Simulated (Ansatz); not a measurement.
Mulliken charges of Cl3ISn (`[Cl][Sn]([Cl])([Cl])[I]`) from B3LYP/def2-TZVPP in Ansatz (PBE0-D4/def2-TZVP geometry).

```tsv
atom	x (Å)	y (Å)	z (Å)	charge (e)
Cl1	-1.046	-0.402	2.008	-0.298
Sn2	0.012	-0.048	0.001	1.047
Cl3	2.203	-0.696	0.232	-0.298
Cl4	-0.968	-1.411	-1.566	-0.298
I5	-0.152	2.483	-0.716	-0.152
```

Q: By hand: the dipole of these point charges (1 e Å = 4.8032 D).

A: Σ q r = (-0.021, 0.320, -0.091) e Å, of length 0.333 e Å = 1.60 D.

Q: How does the dipole of the full density compare? (Estimate.)

A: Computed: (-0.019, 0.288, -0.082) e Å, 1.44 D; the point charges give 1.11 times that, at 0° from its direction.

Point charges leave out the atoms' own dipoles, such as those of lone pairs, and Mulliken's split depends on the basis, so the close match here is no proof of good charges.

B3LYP here is the variant with VWN-RPA as its local correlation; programs differ in this.
